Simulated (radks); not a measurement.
Problem. The mean radii <r> (bohr) of the occupied orbitals of an atom or ion are listed with their occupations. Method: scalar-relativistic Kohn-Sham, r2SCAN, spin-polarised, spherical densities, finite nucleus; meta-GGA in the generalised Kohn-Sham scheme; Fermi nuclear charge, rms radius of each element as measured or else 0.836 A^(1/3) + 0.57 fm; computed with a radial shooting solver on a logarithmic mesh with Libxc functionals.

| orbital | occ. | <r> |
|---|---|---|
| 1s up | 1 | 0.02191 |
| 1s down | 1 | 0.02191 |
| 2s up | 1 | 0.09326 |
| 2s down | 1 | 0.09326 |
| 2p up | 3 | 0.08238 |
| 2p down | 3 | 0.08237 |
| 3s up | 1 | 0.2441 |
| 3s down | 1 | 0.2439 |
| 3p up | 3 | 0.2429 |
| 3p down | 3 | 0.2425 |
| 3d up | 5 | 0.2214 |
| 3d down | 5 | 0.2210 |
| 4s up | 1 | 0.5532 |
| 4s down | 1 | 0.5532 |
| 4p up | 3 | 0.5854 |
| 4p down | 3 | 0.5854 |
| 4d up | 5 | 0.6362 |
| 4d down | 5 | 0.6374 |
| 5s up | 1 | 1.327 |
| 5s down | 1 | 1.359 |
| 5p up | 3 | 1.546 |
| 5p down | 3 | 1.580 |
| 4f up | 7 | 0.8489 |
| 6s up | 1 | 3.601 |
| 5d up | 1 | 2.514 |

Name the element and its charge. Open shells, if any, are filled with parallel spins first.

Solution. Z = 64, gadolinium, charge +1: Gd+ in [Xe] 4f7 5d1 6s1. The 1s radius gives Z: for a bare nucleus <r> = (2 gamma + 1)/(2Z) with gamma = sqrt(1 - (Z/c)^2), 0.02163 bohr for Z = 64, and screening makes it slightly larger (0.02191 here). The occupations add up to 63, and the charge is Z minus that.
